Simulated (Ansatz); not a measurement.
Cost and result for the atomization energy of `O[SiH](F)N[Si](O)(F)F` (12 atoms, 11 bonds).

Z-matrix (Å, degrees):
```
Si
F 1 1.602
N 1 1.704 2 107.4
O 1 1.626 2 111.7 3 115.4
H 1 1.475 2 104.5 3 -123.7
Si 3 1.700 1 128.8 2 -39.1
H 3 1.012 1 114.3 2 136.8
H 4 0.958 1 118.9 2 81.6
F 6 1.577 3 112.6 1 -111.2
O 6 1.613 3 111.0 1 8.1
F 6 1.582 3 108.7 1 133.2
H 10 0.960 6 118.4 3 41.4
```

Total charge 0; spin multiplicity 1. Geometry: relaxed with PBE0-D4/def2-TZVP. It is one conformer, not always the lowest. Program: Ansatz. All runs use 2 threads of an AMD EPYC 7R13 on a shared host and a share of an NVIDIA H100 80 GB. Times are those of one run each, without the atoms' runs, and a repeat can differ threefold. Electronic energies, without spin–orbit coupling; frozen cores. CCSD(T)/CBS adds CCSD(T) − MP2 in def2-TZVPP to the MP2 limit, and its time is that of the two runs behind it. T1 = 0.012. B3LYP takes the VWN-RPA correlation (the form of Gaussian; ORCA's B3LYP/G).

CCSD(T)/CBS is a level of theory with its own doubt, some kJ/mol a heavy atom from the limit and from the frozen cores, so smaller differences don't rank the functionals.

```csv
level,functions,wall time,atomization (kJ/mol),difference from CCSD(T)/CBS,per bond
B2PLYP/def2-TZVPP,326,3.2 s,5056.6,-96.8,-8.8
PBE-D4/def2-TZVPP (with forces),326,3.3 s,5166.1,12.7,1.2
ωB97M-V/def2-TZVPP (with forces),326,3.6 s,5132.1,-21.3,-1.9
r2SCAN-D4/def2-TZVPP (with forces),326,3.7 s,5112.9,-40.5,-3.7
PBE0-D4/def2-TZVPP,326,3.8 s,5038.5,-114.9,-10.4
MP2/def2-QZVPP,602,4.1 s,5275.4,122.0,11.1
B3LYP-D4/def2-TZVPP (with forces),326,5 s,5076.9,-76.5,-7.0
ωB97X-V/def2-TZVPP,326,6 s,5126.3,-27.1,-2.5
CCSD(T)/def2-TZVPP,326,8 s,4976.0,-177.4,-16.1
CCSD(T)/CBS(def2),–,12 s,5153.4,0.0,0.0
```

From PBE to PBE0 (25 % exact exchange), in def2-TZVPP and without D4, the atomization energy moves by −122.7 kJ/mol: exact exchange takes away binding that semilocal exchange gives to molecules. The D4 term adds +51.7 kJ/mol with B3LYP and +27.2 kJ/mol with PBE0; it sums over pairs of atoms, weighted by their polarisabilities, and B3LYP, whose exchange is more repulsive, gets the larger term. In def2-TZVPP, CCSD(T) changes the Hartree–Fock value by +1313.0 kJ/mol (the triples alone add +81.1 kJ/mol) and MP2 by +1503.3 kJ/mol; breaking electron pairs costs correlation energy, which Hartree–Fock lacks.
